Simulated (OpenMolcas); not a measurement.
**As II: thermal populations, worked from levels**

* Program: OpenMolcas 26.06
* Basis: ANO-RCC-VQZP [7s6p4d2f1g]
* Scalar Hamiltonian: DKH2, point nucleus
* Active space: 2 electrons in 3 orbitals (4p)
* State averaging: 2S+1 = 3 even, 3 roots; 2S+1 = 1 even, 6 roots
* Spin-orbit coupling: RASSI with atomic mean-field integrals over the reference wave functions, term energies averaged over their components

Methods: CASSCF; SS-CASPT2, IPEA 0.25 Eh, imaginary shift 0.1 Eh (closed shells correlated: 3d 4s). Measured levels: NIST Handbook of Basic Atomic Spectroscopic Data.

**Thermal populations.** Z = Σ (2J + 1) exp(-E/kT) with k = 0.695035 cm-1/K, over the levels below. No other level of either list lies under 54800 cm-1, which is above 7 kT at each temperature.

```json
{"Level": "4s² 4p² ³P₀", "2J + 1": "1", "SS-CASPT2": "0.0", "measured": "0.0"}
{"Level": "4s² 4p² ³P₁", "2J + 1": "3", "SS-CASPT2": "927", "measured": "1063"}
{"Level": "4s² 4p² ³P₂", "2J + 1": "5", "SS-CASPT2": "2260", "measured": "2541"}
{"Level": "4s² 4p² ¹D₂", "2J + 1": "5", "SS-CASPT2": "9850", "measured": "10096"}
{"Level": "4s² 4p² ¹S₀", "2J + 1": "1", "SS-CASPT2": "22390", "measured": "22599"}
```

```json
{"T (K)": "3000", "Z, SS-CASPT2": "4.659", "Z, measured levels": "4.319", "Ground level (%), SS-CASPT2": "21.5", "Ground level (%), measured levels": "23.2"}
{"T (K)": "5000", "Z, SS-CASPT2": "6.202", "Z, measured levels": "5.891", "Ground level (%), SS-CASPT2": "16.1", "Ground level (%), measured levels": "17.0"}
{"T (K)": "8000", "Z, SS-CASPT2": "7.738", "Z, measured levels": "7.475", "Ground level (%), SS-CASPT2": "12.9", "Ground level (%), measured levels": "13.4"}
```

At 8000 K, kT = 5560 cm-1, and the computed levels give Z = 1.000 + 2.539 + 3.330 + 0.850 + 0.018 = 7.738.

CASPT2 breaks the degeneracy within a term, and the mean is taken; among the terms shown or strongly mixed into the levels shown the widest spread is 90 cm-1 (4s² 4p² ¹D, SS-CASPT2). With the s shell closed, the reference lacks s² → p² mixing. Without dynamic correlation excited terms often stand tens of per cent too high (terms of higher spin than the ground term too low), and those without a measured partner can miss by more than the paired ones (holds for CASSCF). Computed and measured levels are paired by configuration, term and J; levels that our copy of the source lacks, or whose pairing is in doubt (as where it misses far off the trend of its configuration), stay unpaired and out of the deviations. Only configurations of the active space appear.
